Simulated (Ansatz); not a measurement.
Total energies of (Cl2B-mu-SMe)2 (C2H6B2Cl4S2) from Ansatz at PBE0-D4/def2-TZVP, gas phase (1 Eh = 27.2114 eV = 2625.5 kJ/mol). The reference geometry is relaxed at PBE-D4/def2-SVP.

```json
{"state": "charge 0 singlet", "geometry": "reference", "energy (Eh)": "-2766.04716"}
{"state": "charge 1 doublet", "geometry": "reference", "energy (Eh)": "-2765.68829"}
{"state": "charge -1 doublet", "geometry": "reference", "energy (Eh)": "-2766.02334"}
{"state": "free B atom (doublet)", "geometry": "–", "energy (Eh)": "-24.61828"}
{"state": "free Cl atom (doublet)", "geometry": "–", "energy (Eh)": "-459.99739"}
{"state": "free S atom (triplet)", "geometry": "–", "energy (Eh)": "-397.97371"}
{"state": "free C atom (triplet)", "geometry": "–", "energy (Eh)": "-37.80537"}
{"state": "free H atom (doublet)", "geometry": "–", "energy (Eh)": "-0.50104"}
```

(1) Work out the vertical ionisation energy to the doublet.

(2) Work out the vertical electron affinity, to the doublet.

(3) Give the fundamental gap IE − EA, the Mulliken electronegativity (IE + EA)/2 and the hardness (IE − EA)/2.

(4) What is the binding energy per atom against free atoms?

(1) E(charge 1 doublet) − E(charge 0 singlet) = -2765.68829 − (-2766.04716) = 0.35887 Eh = 9.77 eV. For comparison, −ε of the highest occupied level is 8.13 eV at this level, 1.64 eV less.

(2) E(charge 0 singlet) − E(charge -1 doublet) = -2766.04716 − (-2766.02334) = -0.02382 Eh = -0.65 eV; negative, so the extra electron isn't bound. The basis lacks diffuse functions, which makes affinities too small.

(3) From the values in Eh: IE − EA = 0.35887 − (-0.02382) = 0.38269 Eh = 10.41 eV; (IE + EA)/2 = 4.56 eV; (IE − EA)/2 = 5.21 eV. The HOMO–LUMO gap of the same run is 7.32 eV, 3.09 eV smaller than the fundamental gap.

(4) Atoms: 2 × (-24.61828) + 4 × (-459.99739) + 2 × (-397.97371) + 2 × (-37.80537) + 6 × (-0.50104) = -2763.79052 Eh. Binding: -2763.79052 − (-2766.04716) = 2.25664 Eh = 61.41 eV, or 3.84 eV for each of 16 atoms (no zero-point energy, no counterpoise term).

At PBE0-D4/def2-TZVP the highest occupied level of the charge -1 doublet lies above zero (up to 2.19 eV). By energy differences it is unbound by 0.65 eV (vertical, to the charge 0 singlet, at PBE0-D4/def2-TZVP) and held by the finite basis.
